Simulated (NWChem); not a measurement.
Everything below was run with NWChem. System: AsGa, charge 0, spin multiplicity 3, displaced from the optimised geometry. The structure started from a generated list of species. Its SCF solution wasn't tested for a lower state. Level: ULDA (SVWN5)/def2-TZVP.

The NWChem input:

```
start mol
memory heap 200 mb stack 900 mb global 1100 mb
geometry units angstroms nocenter noautoz
  Ga     0.000000     0.000000     1.357617
  As     0.000000     0.000000    -1.275337
  symmetry group C2v
end
basis spherical
  * library def2-tzvp
end
dft
  xc slater vwn_5
  odft
  mult 3
  semidirect memsize 60000000 filesize 0
  iterations 100
  tolerances tight
end
task dft gradient
```

NWChem printed:

```
             Northwest Computational Chemistry Package (NWChem) 7.3.0
             --------------------------------------------------------

                                NWChem Input Module
                                -------------------

 Scaling coordinates for geometry "geometry" by  1.889725989
 (inverse scale =  0.529177249)

 Turning off AUTOSYM since
 SYMMETRY directive was detected!

                             Geometry "geometry" -> ""
                             -------------------------

 Output coordinates in angstroms (scale by  1.889725989 to convert to a.u.)

  No.       Tag          Charge          X              Y              Z
 ---- ---------------- ---------- -------------- -------------- --------------
    1 Ga                  31.0000     0.00000000     0.00000000     1.35761700
    2 As                  33.0000     0.00000000     0.00000000    -1.27533700

 Effective nuclear repulsion energy (a.u.)     205.6049310876

            Nuclear Dipole moment (a.u.)
            ----------------------------
        X                 Y               Z
 ---------------- ---------------- ----------------
     0.0000000000     0.0000000000     0.0000113384

      Symmetry information
      --------------------

 Group name             C2v
 Group number             16
 Group order               4
 No. of unique centers     2

      Symmetry unique atoms

     1    2


 Summary of "ao basis" -> "" (spherical)
 ------------------------------------------------------------------------------
       Tag                 Description            Shells   Functions and Types
 ---------------- ------------------------------  ------  ---------------------
 *                         def2-tzvp                  on all atoms

                                 NWChem DFT Module
                                 -----------------

 Summary of "ao basis" -> "ao basis" (spherical)
 ------------------------------------------------------------------------------
       Tag                 Description            Shells   Functions and Types
 ---------------- ------------------------------  ------  ---------------------
 Ga                        def2-tzvp                16       48   6s5p4d1f
 As                        def2-tzvp                16       48   6s5p4d1f

 Summary of "ao basis" -> "ao basis" (spherical)
 ------------------------------------------------------------------------------
       Tag                 Description            Shells   Functions and Types
 ---------------- ------------------------------  ------  ---------------------
 Ga                        def2-tzvp                16       48   6s5p4d1f
 As                        def2-tzvp                16       48   6s5p4d1f

      Symmetry analysis of basis
      --------------------------

        a1         42
        a2         10
        b1         22
        b2         22

            General Information
            -------------------
          SCF calculation type: DFT
          Wavefunction type:  spin polarized.
          No. of atoms     :     2
          No. of electrons :    64
           Alpha electrons :    33
            Beta electrons :    31
          Charge           :     0
          Spin multiplicity:     3
          Use of symmetry is: on ; symmetry adaption is: on
          Maximum number of iterations: 100
          AO basis - number of functions:    96
                     number of shells:    32
          Convergence on energy requested:  1.00D-06
          Convergence on density requested:  1.00D-05
          Convergence on gradient requested:  5.00D-04

              XC Information
              --------------
                        Slater Exchange Functional  1.000 local
                      VWN V Correlation Functional  1.000 local

             Grid Information
             ----------------
          Grid used for XC integration:  medium
          Radial quadrature: Mura-Knowles
          Angular quadrature: Lebedev.
          Tag              B.-S. Rad. Rad. Pts. Rad. Cut. Ang. Pts.
          ---              ---------- --------- --------- ---------
          Ga                  1.30      112          10.0       590
          As                  1.15      112          10.0       590
          Grid pruning is: on
          Number of quadrature shells:   224
          Spatial weights used:  Erf1

          Convergence Information
          -----------------------
          Convergence aids based upon iterative change in
          total energy or number of iterations.
          Levelshifting, if invoked, occurs when the
          HOMO/LUMO gap drops below (HL_TOL):  1.00D-02
          DIIS, if invoked, will attempt to extrapolate
          using up to (NFOCK): 10 stored Fock matrices.

                    Damping( 0%)  Levelshifting(0.5)       DIIS
                  --------------- ------------------- ---------------
          dE  on:    start            ASAP                start
          dE off:    2 iters        100 iters           100 iters

      Screening Tolerance Information
      -------------------------------
          Density screening/tol_rho:  1.00D-10
          AO Gaussian exp screening on grid/accAOfunc:  14
          CD Gaussian exp screening on grid/accCDfunc:  20
          XC Gaussian exp screening on grid/accXCfunc:  20
          Schwarz screening/accCoul:  1.00D-08

      Superposition of Atomic Density Guess
      -------------------------------------

 Sum of atomic energies:       -4157.36198842

      Non-variational initial energy
      ------------------------------

 Total energy =   -4157.213915
[...]
   Bfn.  Coefficient  Atom+Function         Bfn.  Coefficient  Atom+Function
  ----- ------------  ---------------      ----- ------------  ---------------
     5      0.691898  1 Ga s                  6      0.353283  1 Ga s
     4     -0.272814  1 Ga s                 53     -0.247474  2 As s
     3     -0.230647  1 Ga s                 54     -0.188662  2 As s
    66      0.134191  2 As pz                52      0.118422  2 As s
    69      0.107307  2 As pz                 2      0.100551  1 Ga s

 Vector   31  Occ=1.000000D+00  E=-1.696780D-01  Symmetry=a1
              MO Center= -9.5D-15,  1.2D-14, -4.4D-02, r^2= 4.8D+00
   Bfn.  Coefficient  Atom+Function         Bfn.  Coefficient  Atom+Function
  ----- ------------  ---------------      ----- ------------  ---------------
    69      0.444810  2 As pz                66      0.384082  2 As pz
     6     -0.343089  1 Ga s                 18     -0.299697  1 Ga pz
    60     -0.247917  2 As pz                 5     -0.178956  1 Ga s
    21     -0.179193  1 Ga pz                12      0.130547  1 Ga pz
    63      0.080374  2 As pz                 4      0.078666  1 Ga s

 Vector   32  Occ=0.000000D+00  E=-1.618160D-01  Symmetry=b2
              MO Center= -3.0D-15, -1.7D-14, -7.1D-01, r^2= 3.2D+00
   Bfn.  Coefficient  Atom+Function         Bfn.  Coefficient  Atom+Function
  ----- ------------  ---------------      ----- ------------  ---------------
    68      0.462196  2 As py                65      0.410024  2 As py
    59     -0.268245  2 As py                20      0.220151  1 Ga py
    17      0.207290  1 Ga py                62      0.089807  2 As py
    11     -0.086274  1 Ga py                56      0.083073  2 As py
    23      0.033439  1 Ga d -1               8      0.032825  1 Ga py

 Vector   33  Occ=0.000000D+00  E=-1.618160D-01  Symmetry=b1
              MO Center=  7.1D-15, -1.4D-16, -7.1D-01, r^2= 3.2D+00
   Bfn.  Coefficient  Atom+Function         Bfn.  Coefficient  Atom+Function
  ----- ------------  ---------------      ----- ------------  ---------------
    67      0.462196  2 As px                64      0.410023  2 As px
    58     -0.268245  2 As px                19      0.220152  1 Ga px
    16      0.207290  1 Ga px                61      0.089807  2 As px
    10     -0.086274  1 Ga px                55      0.083072  2 As px
    25     -0.033439  1 Ga d  1               7      0.032825  1 Ga px

 Vector   34  Occ=0.000000D+00  E=-8.103736D-02  Symmetry=b2
              MO Center= -1.1D-16,  1.3D-16,  8.4D-01, r^2= 4.7D+00
   Bfn.  Coefficient  Atom+Function         Bfn.  Coefficient  Atom+Function
  ----- ------------  ---------------      ----- ------------  ---------------
    20      0.604112  1 Ga py                17      0.456163  1 Ga py
    68     -0.365643  2 As py                65     -0.236243  2 As py
    11     -0.180217  1 Ga py                59      0.159725  2 As py
     8      0.068182  1 Ga py                62     -0.060357  2 As py
    56     -0.049160  2 As py                86      0.038285  2 As d -1

   alpha - beta orbital overlaps
   -----------------------------

   alpha      1      2      3      4      5      6      7      8      9     10
    beta      1      2      3      4      5      6      7      8      9     10
 overlap   1.000  1.000  1.000  1.000  1.000  1.000  1.000  1.000  1.000  1.000

   alpha     11     12     13     14     15     16     17     18     19     20
    beta     11     12     13     14     15     16     17     18     19     20
 overlap   1.000  1.000  1.000  1.000  1.000  1.000  1.000  1.000  1.000  1.000

   alpha     21     22     23     24     25     26     27     28     29     30
    beta     21     22     23     24     25     26     27     28     29     30
 overlap   1.000  1.000  1.000  1.000  1.000  1.000  1.000  1.000  0.998  0.997

   alpha     31     32     33     34     35     36     37     38     39     40
    beta     32     33     31     35     34     36     37     38     39     41
 overlap   0.987  0.987  0.997  0.987  0.987  0.998  0.995  0.984  0.984  0.994

   alpha     41     42     43     44     45     46     47     48     49     50
    beta     40     42     43     44     45     46     47     49     48     50
 overlap   0.994  0.994  0.998  0.994  0.994  0.984  0.984  0.994  0.994  0.995

   alpha     51     52     53     54     55     56     57     58     59     60
    beta     51     52     53     54     56     55     57     58     59     60
 overlap   0.997  0.997  0.996  0.999  0.999  0.999  0.999  1.000  1.000  0.998

   alpha     61     62     63     64     65     66     67     68     69     70
    beta     61     62     63     65     64     66     67     68     69     70
 overlap   0.998  1.000  1.000  0.999  0.999  0.999  0.999  0.999  0.999  0.999

   alpha     71     72     73     74     75     76     77     78     79     80
    beta     71     72     73     74     75     76     77     78     79     80
 overlap   1.000  1.000  0.999  0.999  0.999  1.000  0.999  0.999  0.997  0.997

   alpha     81     82     83     84     85     86     87     88     89     90
    beta     81     82     83     85     84     86     87     88     91     89
 overlap   1.000  1.000  0.998  0.997  0.997  0.998  1.000  1.000  1.000  0.906

   alpha     91     92     93     94     95     96
    beta     90     93     92     94     95     96
 overlap   0.906  0.906  0.906  1.000  1.000  1.000

     --------------------------
     Expectation value of S2:
     --------------------------
      <S2> =      2.0038 (Exact =     2.0000)

 center of mass
 --------------
 x =   0.00000000 y =   0.00000000 z =  -0.02595334

 moments of inertia (a.u.)
 ------------------
         888.731818527245           0.000000000000           0.000000000000
           0.000000000000         888.731818527245           0.000000000000
           0.000000000000           0.000000000000           0.000000000000

     Multipole analysis of the density
     ---------------------------------

     L   x y z        total         alpha         beta         nuclear
     -   - - -        -----         -----         ----         -------
     0   0 0 0     -0.000000    -33.000000    -31.000000     64.000000

     1   1 0 0     -0.000000     -0.000000      0.000000      0.000000
     1   0 1 0     -0.000000     -0.000000     -0.000000      0.000000
     1   0 0 1      0.525728      2.265586     -1.739869      0.000011

     2   2 0 0    -24.531691    -15.474502     -9.057189      0.000000
     2   1 1 0     -0.000000     -0.000000     -0.000000      0.000000
     2   1 0 1     -0.000000     -0.000000      0.000000      0.000000
     2   0 2 0    -24.530735    -15.473545     -9.057189      0.000000
     2   0 1 1      0.000000      0.000000     -0.000000      0.000000
     2   0 0 2    -29.058498   -218.464535   -206.306559    395.712596

            General Information
            -------------------
          SCF calculation type: DFT
          Wavefunction type:  spin polarized.
          No. of atoms     :     2
          No. of electrons :    64
           Alpha electrons :    33
            Beta electrons :    31
          Charge           :     0
          Spin multiplicity:     3
          Use of symmetry is: on ; symmetry adaption is: on
          Maximum number of iterations: 100
          AO basis - number of functions:    96
                     number of shells:    32
          Convergence on energy requested:  1.00D-06
          Convergence on density requested:  1.00D-05
          Convergence on gradient requested:  5.00D-04

              XC Information
              --------------
                        Slater Exchange Functional  1.000 local
                      VWN V Correlation Functional  1.000 local

             Grid Information
             ----------------
          Grid used for XC integration:  medium
          Radial quadrature: Mura-Knowles
          Angular quadrature: Lebedev.
          Tag              B.-S. Rad. Rad. Pts. Rad. Cut. Ang. Pts.
          ---              ---------- --------- --------- ---------
          Ga                  1.30      112          10.0       590
          As                  1.15      112          10.0       590
          Grid pruning is: on
          Number of quadrature shells:   224
          Spatial weights used:  Erf1

          Convergence Information
          -----------------------
          Convergence aids based upon iterative change in
          total energy or number of iterations.
          Levelshifting, if invoked, occurs when the
          HOMO/LUMO gap drops below (HL_TOL):  1.00D-02
          DIIS, if invoked, will attempt to extrapolate
          using up to (NFOCK): 10 stored Fock matrices.

                    Damping( 0%)  Levelshifting(0.5)       DIIS
                  --------------- ------------------- ---------------
          dE  on:    start            ASAP                start
          dE off:    2 iters        100 iters           100 iters

      Screening Tolerance Information
      -------------------------------
          Density screening/tol_rho:  1.00D-10
          AO Gaussian exp screening on grid/accAOfunc:  14
          CD Gaussian exp screening on grid/accCDfunc:  20
          XC Gaussian exp screening on grid/accXCfunc:  20
          Schwarz screening/accCoul:  1.00D-08

                            NWChem DFT Gradient Module
                            --------------------------

  charge          =   0.00
  wavefunction    = open shell

  Using symmetry

                         DFT ENERGY GRADIENTS

    atom               coordinates                        gradient
                 x          y          z           x          y          z
   1 Ga      0.000000   0.000000   2.565524    0.000000   0.000000   0.011248
   2 As      0.000000   0.000000  -2.410037    0.000000   0.000000  -0.011248

                 ----------------------------------------
                 |  Time  |  1-e(secs)   |  2-e(secs)   |
                 ----------------------------------------
                 |  CPU   |       0.01   |      24.00   |
                 ----------------------------------------
                 |  WALL  |       0.01   |      24.00   |
                 ----------------------------------------

 Task  times  cpu:       36.0s     wall:       36.0s

 Total times  cpu:       36.1s     wall:       36.1s
```
